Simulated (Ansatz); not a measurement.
Species: CW (charge 0, triplet). The spin state was set by rule; other spins were not relaxed. 
Coordinates optimised at B3LYP-D3(BJ)/def2-TZVP (Ansatz, a first-principles code):
```
W
C 1 1.7052
```
Charge 0, spin multiplicity 3.

Property: atomisation energy (electronic, to ground-state atoms), in kJ/mol. Cores are frozen in the correlated levels unless marked. UHF or UKS for open shells. No spin-orbit coupling. Frozen are the shells of the preceding noble gas and the d and f shells that filled before the atom's block. Past Kr the def2 sets carry scalar-relativistic core potentials. The coupled-cluster limit lacks core correlation, which all-electron functionals hold. CBS(X,Y): correlation extrapolated as X^-3; Hartree-Fock from the larger set.

```csv
level,program,atomisation energy (kJ/mol),minus last row
PBE0/def2-SVP,Ansatz,512.2,-4.7
CAM-B3LYP-D4/def2-TZVPD,Ansatz + dftd4,486.9,-30.0
wB97X-V/def2-TZVPD,Ansatz,497.3,-19.6
B2PLYP-D4/def2-TZVPD,Ansatz + dftd4,545.8,28.9
MP2/def2-QZVPPD,Ansatz,461.4,-55.5
CCSD/def2-QZVPPD,Ansatz,466.7,-50.2
"CCSD(T)/CBS(def2-TZVPPD,def2-QZVPPD)",Ansatz,516.9,0.0
```

The UHF reference is spin-contaminated (<S^2> 1.06 over the pure value in the largest basis). The T1 diagnostic of CCSD in the largest basis is 0.117, which is high, so the coupled-cluster rows are less sure than usual.
